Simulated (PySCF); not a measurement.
A structure optimised at r2SCAN-D4/def2-TZVP, used in a PySCF frequency run:

```xyz
4

Be     0.0242    -0.0432     0.0000
Cl    -0.0042    -1.8514     0.0000
S      0.0777     1.8577     0.0000
H     -1.2676     1.9229     0.0000
```
Charge 0, spin multiplicity 1.

Write its SMILES, formula and point group.

[SH][Be][Cl], BeClHS, Cs

What are its rotational constants (standard atomic weights)?

285.37, 2.1445, 2.1285 GHz
